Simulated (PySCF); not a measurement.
**Ionisation energy of Mn²⁺ by level of theory**

Mn²⁺ [Ar] 3d5 (6S) → Mn³⁺ [Ar] 3d4 (5D), as a difference of total energies. Computed with PySCF 2.14 in aug-cc-pVDZ (7s6p4d2f, 59 functions), with the non-relativistic Hamiltonian (point nucleus). Correlated levels: valence: [Ar] frozen. The calculations carry no spin-orbit coupling.

```
           method  ionisation energy (eV)
              UHF                  32.750
              LDA                  34.788
              PBE                  34.436
             PBE0                  34.271
           r2SCAN                  34.285
           B2PLYP                  33.887
        CAM-B3LYP                  34.244
          wB97M-V                  33.981
           revPBE                  34.337
    MP2 (valence)                  33.518
SCS-MP2 (valence)                  33.006
```

Question: How much does correlation contribute at MP2 (valence)?

Answer: 33.518 − (32.750) = 0.768 eV, measured against UHF.

A first-order spin-orbit estimate (lowest level to lowest level, LS coupling) adds -0.073 eV.

These non-relativistic numbers lack the scalar-relativistic shift.

Errors of the correlated levels include the incompleteness of this basis and the frozen core.

For comparison: 33.668 ± 0.012 eV (measured; NIST Atomic Spectra Database, ionization energies).
